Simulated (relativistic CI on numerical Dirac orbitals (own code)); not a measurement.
**W III: q coefficients and field-shift factors**

These numbers are calculated, not measured: Dirac-Coulomb-Breit CI, separate exchange-only KLI orbitals for each configuration, valence Slater integrals scaled by 0.85, P86 correlation energy added to each configuration, derivatives by finite differences, QED left out (own radial code, finite nucleus).

Configuration list (outside the closed core [Xe] 4f14): 5d4, 5d3 6s, 5d2 6s2, 5d3 6p, 5d3 5f, 5d2 6s 6p, 5d3 6d, 5d2 6p2. Levels of other configurations are missing.

With x = (α/α₀)² − 1 an excitation energy changes as ω = ω₀ + qx; K = 2q/ω₀ is the relative enhancement. Terms are leading LS components, so labels can repeat. The field-shift factor is F = δν/δ⟨r²⟩ for the transition from the lowest level.

Lowest level 5d4 5D_0.

```tsv
Level	ω₀ (cm⁻¹)	q (cm⁻¹)	K	F (GHz/fm²)
5d4 5D_1	1597.6	3126	3.91	-0.571
5d4 5D_2	3367.2	5475	3.25	-0.848
5d4 5D_3	4991.4	6741	2.7	-0.695
5d4 5D_4	6432.4	7078	2.2	-0.269
5d4 3P_0	9394.4	-741.6	-0.158	8.02
5d4 3P_1	12045.1	-3845	-0.638	14.4
5d3 6s 5F_1	13517.4	-24810	-3.67	41.4
5d4 3H_4	13543.6	2655	0.392	1.1
5d4 3F_2	13797.6	-6315	-0.915	15.2
5d3 6s 5F_2	14717.7	-19830	-2.69	35.7
5d4 3F_3	14747.1	620.2	0.0841	6.43
5d4 3H_5	16193.0	5284	0.653	1.04
5d4 3P_2	16234.6	-3441	-0.424	17.9
5d3 6s 5F_3	16713.0	-23430	-2.8	43.4
5d4 3F_4	17358.9	3590	0.414	6.76
5d4 3H_6	17704.4	6507	0.735	0.736
5d3 6s 5F_4	18870.9	-14610	-1.55	33.7
5d4 3G_3	19310.1	2801	0.29	8.33
5d4 3G_4	20081.6	-2290	-0.228	14.9
5d3 6s 5F_5	20516.5	-10800	-1.05	29.3
5d4 1D_2	20805.5	-2263	-0.218	13.4
5d4 3D_3	22091.9	2069	0.187	6.66
5d3 6s 5F_5	22883.2	-4187	-0.366	23
```

Correlation outside the listed configurations is missing or only estimated: errors of thousands of cm⁻¹ between configurations and terms are usual at this charge. Rates and lifetimes follow the computed energies and can be off by large factors. The fine structure of a lone outer electron comes out too small, for d and f at times inverted, and misplaced configurations move strength between like terms.
